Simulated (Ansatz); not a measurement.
```yaml
crystal:
  periodic: [true, true, true]
  atoms:
    - {symbol: N, position_ang: [1.425156, -1.439390, 1.265031]}
    - {symbol: C, position_ang: [0.675449, -0.725923, 0.757191]}
    - {symbol: Ge, position_ang: [-0.666442, 0.489745, 0.096383]}
    - {symbol: Cl, position_ang: [-1.754305, -0.553421, -1.415101]}
    - {symbol: Cl, position_ang: [0.369942, 2.155388, -0.744905]}
basis:
  gaussian: {orbitals: def2-SVPD, fitting: {mean_field: cc-pVTZ-jkfit}}
magnetization: {spin_polarized: true, initial_magnetization: 1}
hamiltonian: {xc: {name: r2SCAN}, dispersion: d4}
output: {forces: true}
```

```sh
$ ansatz run in.yaml --threads 4 --pin off --events-out ev --progress --plain --max-ram 10444MiB
```

It prints (some lines left out):

```
Error: YAML parse error: error: line 2 column 3: crystal: missing field `lattice` (a structure is typed as `lattice` and `atoms`, a molecule's as `atoms` in Å alone, or read from a run's directory, `checkpoint`)
 --> <input>:2:3
1 | crystal:
2 |   periodic: [true, true, true]
3 |   atoms:
4 |     - {symbol: N, position_ang: [1.425156, -1.439390, 1.265031]}
```

Question: Something in this input is off. What?

Answer: The molecule is marked periodic without a cell. The input was rejected before any iteration.
